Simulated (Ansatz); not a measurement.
Frontier orbitals of CH$_{4}$BrInO (`C[O][InH][Br]`).

```xyz
8

C    -0.717   -0.375   -1.046
O    -0.230   -0.896    0.164
In    0.852    0.111    1.458
Br    1.243    2.422    0.677
H    -0.440    0.673   -1.215
H    -0.329   -0.965   -1.885
H    -1.811   -0.441   -1.064
H     1.432   -0.528    2.911
```

Total charge 0; spin multiplicity 1. Correlated methods include outer-core shells of Br, In, which these sets cover unevenly. Scalar relativity is left out up to krypton. In takes the def2 core potential. The structure was optimised at the PBE0-D4/def2-TZVP level. It is one conformer, not always the lowest. Basis def2-TZVPP, Ansatz.

```tsv
functional	HOMO (eV)	LUMO (eV)	gap (eV)
PBE	-6.31	-2.31	4.00
BLYP	-6.23	-2.29	3.94
PBE0	-7.75	-1.55	6.20
r2SCANh	-7.14	-1.75	5.39
BHLYP	-9.17	-0.94	8.23
CAM-B3LYP	-9.20	-0.76	8.44
ωB97M-V	-10.13	-0.08	10.05
HF	-11.22	0.78	12.00
```

From PBE to PBE0 the HOMO moves by −1.44 eV and the LUMO by +0.76 eV, and with ωB97M-V by −3.82 and +2.23 eV, so the gap grows from 4.00 to 10.05 eV with exact exchange.
